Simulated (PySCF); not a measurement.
## Excitation energy of Zn by level of theory

Zn [Ar] 3d10 4s2 (1S) → Zn [Ar] 3d10 4s1 5s1, s spin flipped, as a difference of total energies. Computed with PySCF 2.14 in x2c-TZVPPall with one added diffuse shell each of s, p, d, f type (7s6p5d3f1g, 80 functions), with the spin-free X2C one-electron Hamiltonian (Gaussian nucleus). Correlated levels: valence: [Ar] frozen; valence and next inner shell: [Ne] frozen. The calculations carry no spin-orbit coupling.

```json
{"method": "UHF", "excitation energy (eV)": "0.000"}
{"method": "LDA", "excitation energy (eV)": "0.000"}
{"method": "PBE", "excitation energy (eV)": "0.000"}
{"method": "PBE0", "excitation energy (eV)": "0.000"}
{"method": "r2SCAN", "excitation energy (eV)": "0.000"}
{"method": "revPBE", "excitation energy (eV)": "0.000"}
{"method": "PBEsol", "excitation energy (eV)": "0.000"}
{"method": "wB97M-V", "excitation energy (eV)": "0.000"}
{"method": "PW91", "excitation energy (eV)": "0.000"}
{"method": "MP2 (valence)", "excitation energy (eV)": "0.000"}
{"method": "SCS-MP2 (valence)", "excitation energy (eV)": "0.000"}
{"method": "MP2 (valence and next inner shell)", "excitation energy (eV)": "0.000"}
{"method": "SCS-MP2 (valence and next inner shell)", "excitation energy (eV)": "0.000"}
```

The upper determinant mixes two multiplicities, so it lies between the two terms.

The promoted electron is Rydberg-like, and one or two diffuse shells describe it only roughly, which tends to raise the upper state.
